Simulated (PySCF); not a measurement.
C3H8ClFSi, SMILES CCC[Si@H](F)Cl.

Geometry: PBE0-D3(BJ)/def2-SVP. The structure was generated by enumeration; whether it is a known compound was not checked. One conformer was computed; it need not be the lowest.

Method: M06-2X/def2-TZVP (PySCF).

The molecule is in vacuum.

- total energy: -968.78614 hartree
- highest occupied level: -9.87 eV
- lowest empty level: 1.37 eV
- orbital gap: 11.23 eV
- dipole moment: 2.41 D
- quadrupole, principal values (traceless, Buckingham form, about the centre of nuclear charge): -2.84, -0.46, 3.30 D·Å
- mean static polarisability: 71.3 bohr³ (10.57 Å³)
- polarisability, principal values: 59.6, 65.9, 88.3 bohr³
